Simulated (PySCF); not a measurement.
C4H5 (SMILES [CH]1[C@@H]2C[C@H]12), doublet, at a GFN2-xTB geometry. Base run: MP2/STO-3G (PySCF).

PySCF was given this input:
```python
from pyscf import gto, scf, mp

mol = gto.Mole()
mol.atom = '''
    C    -0.011048    1.152992    0.292681
    C     0.006069   -1.071617    0.362843
    C     0.777923    0.051757   -0.247030
    C    -0.775309    0.039481   -0.257303
    H    -0.016569    2.162854   -0.079261
    H    -0.000459   -1.149501    1.442906
    H     0.016990   -2.032726   -0.139902
    H     1.484404    0.003521   -1.055676
    H    -1.470182   -0.019829   -1.075216
'''
mol.basis = 'sto-3g'
mol.charge = 0
mol.spin = 1
mol.verbose = 4
mol.build()

mf = scf.UHF(mol)
mf.kernel()

pt = mp.MP2(mf, frozen=4)
pt.kernel()
print('E(MP2) = %.10f' % pt.e_tot)
mf.analyze()
```

The base run was repeated with changes; each row names its change, and settings that it needs were set with it.

```json
[
 {"change": "base", "basis functions": "25", "E (Eh)": "-152.55390", "MP2 correlation (Eh)": "-0.20328", "SCF-reference HOMO (eV)": "-6.28", "SCF-reference dipole (D)": "1.15"},
 {"change": "basis = 3-21G", "basis functions": "46", "E (Eh)": "(withheld)", "MP2 correlation (Eh)": "(withheld)", "SCF-reference HOMO (eV)": "-7.80", "SCF-reference dipole (D)": "(withheld)"},
 {"change": "basis = pcseg-0", "basis functions": "46", "E (Eh)": "-154.10196", "MP2 correlation (Eh)": "-0.34604", "SCF-reference HOMO (eV)": "-8.14", "SCF-reference dipole (D)": "1.74"},
 {"change": "basis = 6-31G", "basis functions": "46", "E (Eh)": "(withheld)", "MP2 correlation (Eh)": "(withheld)", "SCF-reference HOMO (eV)": "(withheld)", "SCF-reference dipole (D)": "1.61"},
 {"change": "basis = pc-1", "basis functions": "81", "E (Eh)": "(withheld)", "MP2 correlation (Eh)": "(withheld)", "SCF-reference HOMO (eV)": "-7.88", "SCF-reference dipole (D)": "(withheld)"},
 {"change": "basis = 6-31G**", "basis functions": "81", "E (Eh)": "(withheld)", "MP2 correlation (Eh)": "(withheld)", "SCF-reference HOMO (eV)": "(withheld)", "SCF-reference dipole (D)": "1.48"},
 {"change": "basis = def2-SVP", "basis functions": "81", "E (Eh)": "-154.64538", "MP2 correlation (Eh)": "-0.52090", "SCF-reference HOMO (eV)": "-7.89", "SCF-reference dipole (D)": "1.51"},
 {"change": "basis = pcseg-1", "basis functions": "81", "E (Eh)": "-154.71464", "MP2 correlation (Eh)": "-0.52499", "SCF-reference HOMO (eV)": "-7.88", "SCF-reference dipole (D)": "1.61"},
 {"change": "basis = cc-pVDZ", "basis functions": "81", "E (Eh)": "-154.76911", "MP2 correlation (Eh)": "-0.52049", "SCF-reference HOMO (eV)": "-7.79", "SCF-reference dipole (D)": "1.49"},
 {"change": "basis = def2-SVPD", "basis functions": "120", "E (Eh)": "-154.66957", "MP2 correlation (Eh)": "-0.53952", "SCF-reference HOMO (eV)": "-7.87", "SCF-reference dipole (D)": "1.48"},
 {"change": "basis = 6-311++G**", "basis functions": "123", "E (Eh)": "-154.82646", "MP2 correlation (Eh)": "-0.55343", "SCF-reference HOMO (eV)": "-7.82", "SCF-reference dipole (D)": "1.51"},
 {"change": "basis = aug-cc-pVDZ", "basis functions": "137", "E (Eh)": "-154.79259", "MP2 correlation (Eh)": "-0.53844", "SCF-reference HOMO (eV)": "-7.80", "SCF-reference dipole (D)": "1.50"},
 {"change": "basis = 6-311+G(2d,p)", "basis functions": "138", "E (Eh)": "-154.84947", "MP2 correlation (Eh)": "-0.57270", "SCF-reference HOMO (eV)": "-7.83", "SCF-reference dipole (D)": "1.50"}
]
```

Q: Complete the blanks.

A: 
- basis = 3-21G, E (Eh): -153.68399
- basis = 3-21G, MP2 correlation (Eh): -0.33814
- basis = 3-21G, SCF-reference dipole (D): 1.67
- basis = 6-31G, E (Eh): -154.49048
- basis = 6-31G, MP2 correlation (Eh): -0.33842
- basis = 6-31G, SCF-reference HOMO (eV): -7.75
- basis = pc-1, E (Eh): -154.71683
- basis = pc-1, MP2 correlation (Eh): -0.52478
- basis = pc-1, SCF-reference dipole (D): 1.60
- basis = 6-31G**, E (Eh): -154.76655
- basis = 6-31G**, MP2 correlation (Eh): -0.52218
- basis = 6-31G**, SCF-reference HOMO (eV): -7.69

Totals compare only among sets that treat the same electrons; sets with core potentials leave the core out.

Open shells are given as the SCF converged; they aren't shown to be the lowest states, and a large step between rows can be another state.
